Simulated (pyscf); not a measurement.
Structures and frequencies: ωB97X-D3(BJ)/def2-SVP in PySCF. Correlated levels are frozen-core, on RHF or UHF. ΔMP2 is the change of the MP2 total energy from the triple- to the quadruple-zeta basis.

**Question.** Estimate by transition-state theory (the high-pressure limit) the rate constant of [H₃C–Ga–F]• (SMILES [CH3][Ga][F]) -> •H₂C–GaH–F (SMILES [CH2][GaH][F]) (doublet surface; C–H broken, Ga–H formed) at 1200 K, with CCSD(T)/def2-TZVPP + ΔMP2(QZVPP) energies (ideal gas, 1 atm, RRHO with modes under 100 cm⁻¹ raised to 100, one conformer, R ln 2 for rigid chiral ones; no tunnelling).

**Answer.** The electronic barrier is 64.7 kcal/mol and the thermal terms add -1.5, so ΔG‡ = 63.2 kcal/mol. With k_BT/h = 2.50e+13 s⁻¹ and RT = 2.385 kcal/mol, k = 7.8e+01 s⁻¹; so small a molecule is far into fall-off at 1 atm, where the true rate is lower. Wigner's tunnelling factor for 1530i cm⁻¹ would be 1.14. A shift of 1 kcal/mol in the barrier changes k by a factor 1.5. This is the saddle that the search found; another between the same sides may lie lower. The CCSD(T) − MP2 part came from Ansatz, without density fitting, on the same reference. A UHF reference is spin-contaminated (<S²> up to 0.92), which harms MP2 most. The frozen core leaves the outer d or s,p core shells of the metals and heavy elements correlated in the MP2 and CC values, and def2-TZVPP describes them poorly, which can shift differences by a few kcal/mol. Elements up to Kr have no core potential and no relativistic terms here.
